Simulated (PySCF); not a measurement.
Gas-phase reaction: 4 GaH(CH3)2 + H2 + C4H6 (butadiene) → 4 Ga(CH3)3

Method: PySCF energies plus ideal-gas RRHO corrections (1 bar). † marks an energy on the PBE0/def2-TZVP geometry and frequencies; other levels use their own. CCSD(T) freezes the core. 6-31G* has spherical d functions here. All species are closed-shell singlets. Ga: all electrons, no relativistic terms. Methyl groups turn as free rotors in GaH(CH3)2, Ga(CH3)3. GaH(CH3)2: computed as isolated molecules; such fragments, hydroxides, amides, oligomers or adducts are transient or little studied in the gas. CCSD(T) isn't extrapolated to the basis-set limit. The harmonic model lacks anharmonicity and excited electronic states, which grow with temperature; levels with a mode under 35 cm⁻¹ are left out. Internal rotation in C4H6 (butadiene) is treated as a harmonic vibration of one conformer, which makes the entropy rough.

```
level               ΔE electronic, kJ  ΔH°(298 K), kJ  ΔS°(298 K), J/K  ΔG°(1800 K), kJ
------------------  -----------------  --------------  ---------------  ---------------
CCSD(T)/def2-SVP†                -338            -291             -261              193
HF/6-31G*                        -325            -274             -264              218
PBE0/def2-QZVP†                  -381            -333             -261              151
LDA/def2-TZVP†                   -413            -365             -261              119
ωB97M-V/def2-TZVP†               -372            -325             -261              159
```
ΔH° is lowest at LDA/def2-TZVP† and highest at HF/6-31G*. No reference value is set beside these.
